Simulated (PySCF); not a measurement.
## Radial density of Sn (tin, neutral)

BLYP, [Kr] 4d10 5s1 5p2 6s1, high-spin 5P determinant (an excited configuration). Calculation: PySCF 2.14, in aug-cc-pVDZ-PP with ECP28MDF (5s4p3d, 32 functions); scalar relativity through the core potential. This is the valence pseudo-density: the core potential removes the inner electrons and smooths the orbitals near the nucleus.

```csv
r (bohr),4πr²ρ (e/bohr),4πr²(ρα − ρβ)
0.00821,2.121e-05,0.0000
0.0138,5.665e-05,0.0000
0.0232,0.0001373,0.0000
0.0391,0.0002716,0.0000
0.0657,0.0005615,0.0000
0.111,0.003919,0.0001
0.186,0.05216,0.0007
0.313,0.9297,0.0166
0.526,11.32,0.2176
0.885,21.92,0.0534
1.49,6.325,0.6815
2.50,1.664,1.3627
4.21,0.4177,0.4142
7.08,0.1877,0.1877
11.9,0.003798,0.0038
```

Energies and moments cover only the electrons outside the core potential. The outer electron is Rydberg-like, and this basis confines it to a smaller radius and binds it less than a complete one would.
